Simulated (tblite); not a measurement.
Ge19H30O (nanocrystal Ge surface) at step 2 of a GFN2-xTB optimisation (tblite, gas phase), coordinates in Å:

```
  1 Ge    0.498    1.581    1.203
  2 Ge    0.531    1.579   -1.166
  3 Ge    0.423   -0.658   -1.985
  4 Ge    2.296   -1.789   -1.017
  5 Ge    2.484   -4.047   -1.984
  6 Ge    2.556   -4.225   -4.397
  7 Ge   -1.372   -1.936    1.218
  8 Ge   -1.477   -1.901   -1.158
  9 Ge   -1.429   -4.133   -2.035
 10 Ge   -1.397   -4.116   -4.427
 11 Ge    0.555   -5.240   -1.248
 12 Ge    0.550   -5.194   -5.266
 13 Ge   -1.465    2.825    4.444
 14 Ge   -1.403    2.807    2.052
 15 Ge    0.652   -0.750    1.726
 16 Ge   -1.346    5.059    1.202
 17 Ge    0.510    6.238    4.463
 18 Ge    0.524    6.251    2.080
 19 Ge   -1.373    5.044    5.304
 20 O     2.046   -1.483    0.775
 21 H     1.753    2.306    1.735
 22 H     1.776    2.269   -1.687
 23 H    -0.656    2.385   -1.703
 24 H     0.413   -0.680   -3.527
 25 H     3.511   -0.916   -1.453
 26 H     3.699   -4.827   -1.496
 27 H     2.774   -2.854   -5.020
 28 H     3.770   -5.058   -4.792
 29 H    -2.662   -1.367    1.810
 30 H    -1.304   -3.367    1.727
 31 H    -2.754   -1.198   -1.616
 32 H    -2.665   -4.890   -1.543
 33 H    -1.427   -2.671   -4.926
 34 H    -2.648   -4.768   -4.975
 35 H     0.547   -5.338    0.266
 36 H     0.602   -6.676   -1.773
 37 H     0.575   -5.168   -6.779
 38 H     0.510   -6.678   -4.887
 39 H    -0.273    2.025    4.974
 40 H    -2.701    2.099    4.942
 41 H    -2.678    2.118    1.530
 42 H     0.825   -0.849    3.280
 43 H    -1.324    5.055   -0.305
 44 H    -2.641    5.785    1.599
 45 H     0.519    7.658    5.000
 46 H     1.788    5.591    4.989
 47 H     0.531    7.675    1.562
 48 H     1.810    5.619    1.557
 49 H    -2.656    5.784    4.907
 50 H    -1.371    5.027    6.820
```

Problem. What are the forces on the atoms (eV/Å)?

Solution. 
```
  1 Ge    0.13    0.15    0.14
  2 Ge   -0.08    0.30   -0.28
  3 Ge   -0.26    0.07   -0.15
  4 Ge    0.08    0.13   -0.10
  5 Ge    0.18    0.05    0.17
  6 Ge    0.07    0.05    0.06
  7 Ge   -0.08   -0.07    0.05
  8 Ge   -0.25    0.06   -0.20
  9 Ge   -0.13   -0.11    0.00
 10 Ge   -0.15    0.03   -0.07
 11 Ge   -0.10   -0.16    0.05
 12 Ge    0.05   -0.12   -0.05
 13 Ge   -0.04   -0.12    0.12
 14 Ge   -0.07   -0.10   -0.10
 15 Ge    0.01   -0.01    0.28
 16 Ge   -0.11    0.00    0.08
 17 Ge    0.13    0.05    0.09
 18 Ge    0.10    0.03   -0.10
 19 Ge   -0.10    0.08    0.09
 20 O    -0.22   -0.02    0.01
 21 H    -0.07   -0.03   -0.08
 22 H    -0.08    0.07   -0.15
 23 H     0.16    0.06   -0.05
 24 H     0.07   -0.06    0.07
 25 H     0.15   -0.04    0.33
 26 H     0.14   -0.04    0.14
 27 H     0.08   -0.08   -0.05
 28 H    -0.03    0.17   -0.01
 29 H     0.24   -0.04    0.07
 30 H    -0.11    0.01    0.00
 31 H    -0.11   -0.01   -0.04
 32 H     0.00    0.00    0.00
 33 H    -0.08   -0.19    0.01
 34 H    -0.01    0.11   -0.09
 35 H    -0.04   -0.15   -0.01
 36 H    -0.04    0.06    0.18
 37 H     0.02   -0.12   -0.02
 38 H     0.02    0.20   -0.15
 39 H    -0.21    0.03   -0.02
 40 H     0.10   -0.07    0.07
 41 H     0.08    0.02    0.01
 42 H     0.47   -0.26   -0.14
 43 H    -0.11    0.06   -0.09
 44 H     0.17   -0.10   -0.16
 45 H     0.10   -0.09    0.04
 46 H    -0.12    0.16    0.00
 47 H     0.10   -0.06   -0.04
 48 H    -0.12    0.14    0.00
 49 H     0.17   -0.11    0.15
 50 H    -0.11    0.07   -0.03
```
